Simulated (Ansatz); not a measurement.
`[CH3][Al]([OH])[O][SiH3]` + `F[SiH](Cl)[GeH3]` → `[OH][Al]([Cl])[O][SiH3]` + `C[SiH](F)[GeH3]`  (redistribution)

Computed with Ansatz on PBE0-D4/def2-TZVP structures; ΔE is electronic, products minus reactants. CBS: MP2 limit from def2 TZ/QZ plus the TZ coupled-cluster correction, frozen cores. Functionals use def2-TZVPP. B3LYP here is the variant with VWN-RPA as its local correlation; programs differ in this. HSE06 is defined as in plane-wave codes. For Ge outer-core shells are correlated without core-valence functions, which leaves a few kJ/mol of doubt a bond. Scalar relativity is left out up to krypton. One conformer a species, not always the lowest.

| level | ΔE (kJ/mol) | difference from CCSD(T)/CBS |
| --- | --- | --- |
| revPBE-D4 | -49.5 | 6.8 |
| r2SCAN-D4 | -55.1 | 1.2 |
| r2SCANh-D4 | -56.0 | 0.3 |
| HSE06-D4 | -52.9 | 3.4 |
| BHLYP-D4 | -57.8 | -1.5 |
| ωB97X-V | -55.0 | 1.3 |
| PBE0 | -52.6 | 3.7 |
| B3LYP | -52.2 | 4.1 |
| MP2/def2-SVP | -64.7 | -8.4 |
| MP2/def2-QZVPP | -56.2 | 0.1 |
| CCSD(T)/CBS | -56.3 | 0 |

Largest T1 diagnostic among the species: 0.012.

From BLYP to BHLYP (50 % exact exchange), in def2-TZVPP and without D4, ΔE moves by −9.5 kJ/mol. In def2-TZVPP, CCSD(T) changes the Hartree–Fock value by +7.5 kJ/mol (the triples alone add +1.5 kJ/mol) and MP2 by +8.0 kJ/mol. Leaving LDA and LC-ωPBE aside and taking each functional with its dispersion term where it has one, the values, not all of them listed here, spread over 9.9 kJ/mol, from BHLYP-D4 to PBE-D4.
